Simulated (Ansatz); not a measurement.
H₅AsSi, triplet, at the geometry of the source list (a higher spin typed on purpose: for a closed-shell molecule this is an excited state). Base run: PBE0/STO-3G (Ansatz, an electronic-structure program).

Input for Ansatz:
Ansatz 0.2 input:
```yaml
crystal:
  periodic: [false, false, false]
  atoms:
    - {symbol: Si, position_ang: [-0.82500000, 0.08340000, -0.08740000]}
    - {symbol: As, position_ang: [1.41440000, -0.16390000, -0.65270000]}
    - {symbol: H, position_ang: [-1.64530000, -0.74100000, -0.98860000]}
    - {symbol: H, position_ang: [-1.24900000, 1.47660000, -0.27050000]}
    - {symbol: H, position_ang: [-1.17730000, -0.30410000, 1.28360000]}
    - {symbol: H, position_ang: [1.63770000, -1.23170000, 0.37960000]}
    - {symbol: H, position_ang: [1.84450000, 0.88070000, 0.33590000]}
basis:
  gaussian:
    orbitals: STO-3G
hamiltonian:
  xc: pbe0
magnetization: {spin_polarized: true, initial_magnetization: 2}
```

Variants of this job, named by their change:

| change | ΔE vs base (µEh) |
|---|---|
| base | 0.0 |
| nuclear_model = gaussian | 6843 |
| final_grid = 4, 8, 17 | 734 |
| lower_state_search = light | 0.0 |
| point_charge = charge:-1.0 position_ang:-2.9148, -0.0166, -4.1655 | 3987 |
| point_charge = charge:0.5 position_ang:-3.5037, -3.161, -1.892 | -3868 |
| lower_state_search = full | 0.0 |
| fitting.mean_field = def2-universal-JKFIT | -1986 |
| final_grid = 6, 12, 29 | 3.4 |
| point_charge = charge:1.0 position_ang:4.2744, 2.7427, 0.2338 | 3876 |
| final_grid = 10, 20, 41 | -0.2 |
